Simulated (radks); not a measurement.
Problem. The mean radii <r> (bohr) of the occupied orbitals of an atom or ion are listed with their occupations. Method: Dirac Kohn-Sham, PBE, spin-unpolarised, spherical densities, point nucleus; computed with a radial shooting solver on a logarithmic mesh with Libxc functionals.

| orbital | occ. | <r> |
|---|---|---|
| 1s1/2 | 2 | 0.03609 |
| 2s1/2 | 2 | 0.1577 |
| 2p1/2 | 2 | 0.1346 |
| 2p3/2 | 4 | 0.1391 |
| 3s1/2 | 2 | 0.4429 |
| 3p1/2 | 2 | 0.4384 |
| 3p3/2 | 4 | 0.4489 |
| 3d3/2 | 4 | 0.4305 |
| 3d5/2 | 6 | 0.4340 |
| 4s1/2 | 2 | 1.136 |
| 4p1/2 | 2 | 1.233 |
| 4p3/2 | 4 | 1.259 |
| 4d3/2 | 0.4 | 1.602 |
| 4d5/2 | 0.6 | 1.612 |

Name the element and its charge. Open shells, if any, are shared by 2j + 1.

Solution. Z = 41, niobium, charge +4: Nb4+ in [Kr] 4d1. The 1s radius gives Z: for a bare nucleus <r> = (2 gamma + 1)/(2Z) with gamma = sqrt(1 - (Z/c)^2), 0.03547 bohr for Z = 41, and screening makes it slightly larger (0.03609 here). The occupations add up to 37, and the charge is Z minus that.
